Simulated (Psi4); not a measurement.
**The standard entropy of SnH2O2 (SMILES [OH][Sn][OH]) from a frequency calculation**

A singlet with charge 0, relaxed at PBE0-D4/def2-SVP (density fitting, core potential) (Psi4 1.11):

```xyz
5

O    -0.9759    0.1958   -0.6274
Sn   -0.1564   -0.9481    0.8038
O     1.5745    0.0155    0.6297
H    -1.8966    0.0066   -0.8407
H     1.5074    0.7025   -0.0487
```

Harmonic wavenumbers in cm⁻¹: 178, 367, 480, 595, 623, 710, 784, 3844, 3896.

Masses in u: O 15.999, Sn 118.71, H 1.008. Take T = 298.15 K, p = 1 bar, R = 8.3145 J/(mol K), kT/hc = 207.22 cm⁻¹, rigid rotor and harmonic oscillator.

Q: Compute the standard molar entropy.

A: 
1. Translation (Sackur–Tetrode): S = R[3/2 ln M + 5/2 ln T − 1.1517] with M = 152.724 gives 171.6 J/(mol K).
2. Rotation: principal moments 53.971, 71.486, 125.457 u Å² give A, B, C = 0.3123, 0.2358, 0.1344 cm⁻¹; the symmetry number is σ = 1; q = (√π/σ)√((kT/hc)³/ABC) = 53145; S = R(ln q + 3/2) = 102.9.
3. Vibration: with u = ν̃/207.22, each mode gives R[u/(eᵘ − 1) − ln(1 − e⁻ᵘ)]; the sum is 23.2, most from 178 cm⁻¹ (9.8), 367 cm⁻¹ (4.6), 480 cm⁻¹ (3.0).
4. Spin: R ln 1 = 0.0.
5. Sum: 171.6 + 102.9 + 23.2 + 0.0 = 297.7 J/(mol K).

No measured value is set beside it here.
